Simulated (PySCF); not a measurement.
Where the electron goes

C4H8OSeSi2.
SMILES with atom numbers: `[SiH3:1][Se:2][SiH2:3][c:4]1[cH:5][cH:6][cH:7][o:8]1` (hydrogens: H9, H10, H11 on Si1; H12, H13 on Si3; H14 on C5; H15 on C6; H16 on C7)

Geometry (PBE0-D3(BJ)/def2-SVP, Å), atoms numbered from 1 in this order:
```xyz
16
C4H8OSeSi2 angstrom
Si     3.8457    0.3096    0.1038
Se     1.7926    0.2650   -0.8979
Si     0.5956   -0.0096    1.0289
C     -1.1774   -0.0918    0.4669
C     -1.7707   -0.0181   -0.7675
C     -3.1736   -0.1682   -0.5584
C     -3.3310   -0.3222    0.7878
O     -2.1426   -0.2783    1.4115
H      4.0517    1.5729    0.8719
H      4.8422    0.2214   -1.0010
H      4.0012   -0.8504    1.0317
H      1.0036   -1.2641    1.7288
H      0.8257    1.1347    1.9611
H     -1.2575    0.1258   -1.7168
H     -3.9611   -0.1633   -1.3087
H     -4.2022   -0.4671    1.4224
```

Computed, not measured: PySCF 2.14.0, density-fitted response routines, TDDFT CAM-B3LYP/def2-SVPD, vertical, gas phase, core orbitals frozen in the response. Relativistic effects, spin–orbit coupling among them, are left out although an element past zinc is present.

Kohn–Sham orbitals with the atoms that hold most of them (Löwdin shares over 4%, at most four atoms; ? is withheld):

```csv
orbital,ε (eV),atoms
LUMO+2,0.69,"Se2 35%, Si1 24%, Si3 10%, H11 6%"
LUMO+1,0.60,"C4 18%, C7 16%, C5 15%, O8 14%"
LUMO,0.51,?
HOMO,-8.14,"C4 22%, C7 20%, Se2 19%, C5 11%"
HOMO-1,-8.27,?
HOMO-2,-9.68,"C5 27%, C6 27%, O8 24%, C4 8%"
HOMO-3,-9.93,"Se2 60%, Si3 13%, Si1 12%, H11 4%"
```

Problem. Give the leading atoms of the LUMO.

Solution. Se2 (bonded to 2 Si) 36%; Si1 (bonded to Se and 3 H) 17%; Si3 (bonded to C, Se and 2 H) 14%; H10 (bonded to Si) 6%. By element: selenium 36%, silicon 31%, hydrogen 6% or more.

Problem. Give the leading atoms of the HOMO-1.

Solution. Se2 (bonded to 2 Si) 54%; Si3 (bonded to C, Se and 2 H) 10%; Si1 (bonded to Se and 3 H) 6%; C7 (bonded to C, O and H) 6%. By element: selenium 54%, silicon 16%, carbon 6% or more.

Problem. How does S1 compare with the orbital gap of 8.66 eV?

Solution. S1 is at 5.51 eV (f = 0.0031), 3.15 eV below the gap, made of HOMO-1→LUMO+2 (50%), HOMO→LUMO+2 (20%), HOMO-1→LUMO (13%). Its leading pair isn't HOMO and LUMO; the energies of that pair differ by 8.97 eV. Without the coupling terms of the response equations the lowest excitation would equal the gap.

Problem. Give energy, strength and leading configuration of S3 and S6, and follow the Löwdin shares of the leading atoms from the occupied to the empty orbital.

Solution. 
- S3 (5.87 eV, f 0.413), HOMO→LUMO+1 (80%): C4 22% → 18%, C7 20% → 16%
- S6 (6.37 eV, f 0.0060), HOMO-1→LUMO+1 (74%): Se2 54% → at most 15%, Si3 10% → at most 15%, C4 at most 6% → 18%, C7 6% → 16%

One conformer stands for the species.
